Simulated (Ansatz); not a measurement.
This geometry of BFH₃S₂ (7 atoms, charge 1, multiplicity 1) is a first-order saddle point.

Method: RKS PBE0/def2-SVP (Ansatz 0.2.0).

```xyz
7
Properties=species:S:1:pos:R:3
F 2.009 -1.146 0.347
B 0.859 -1.313 -0.205
S 0.142 0.241 -1.132
S -0.837 0.974 0.547
H 0.237 -2.336 -0.178
H -2.045 1.324 0.014
H -0.366 2.256 0.607
```

(1) Which two structures does it join? (They come from a converged band through this point; their orientation in space is the band's.)

(2) How far does it lie above each of them?

Answers

(1) No bond is made or broken. The dihedral F1–B2–S3–S4 goes from 0 to 180°.

Initial state:

```xyz
7
Properties=species:S:1:pos:R:3
F 0.878 -1.360 1.092
B 0.569 -1.476 -0.164
S -0.260 -0.077 -1.039
S -0.373 1.286 0.568
H 0.770 -2.434 -0.858
H -1.682 1.657 0.456
H 0.098 2.405 -0.055
```

Final state:

```xyz
7
Properties=species:S:1:pos:R:3
F 0.823 -2.503 -0.794
B 0.578 -1.443 -0.097
S -0.269 -0.087 -1.056
S -0.383 1.275 0.531
H 0.852 -1.297 1.062
H -1.691 1.653 0.432
H 0.091 2.401 -0.079
```

(2) 0.58 eV above the first and 0.51 eV above the second. This is the barrier of this one path; another mechanism may lie lower.

Time of the run: 2.4 min on 1 thread of Intel(R) Xeon(R) Processor @ 2.70GHz, with other jobs on the host, peak memory 0.16 GiB.
